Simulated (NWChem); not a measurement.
Molecule: GeH$_{4}$S; SMILES [SH][GeH3]

All runs: NWChem. All runs use the structure optimised with PBE-D3(BJ)/def2-SVP. Vertical excitations in the gas phase.

Question: Predict the results for LRC-wPBEh/aug-cc-pVDZ, full TDDFT. Quantities: lowest excitation, singlet (eV); oscillator strength of that lowest state; orbital gap (eV).

Answer: 
```json
{
 "lowest excitation, singlet (eV)": "5.62",
 "oscillator_strength_of_that_lowest_state": "0.020",
 "orbital gap (eV)": "9.82"
}
```
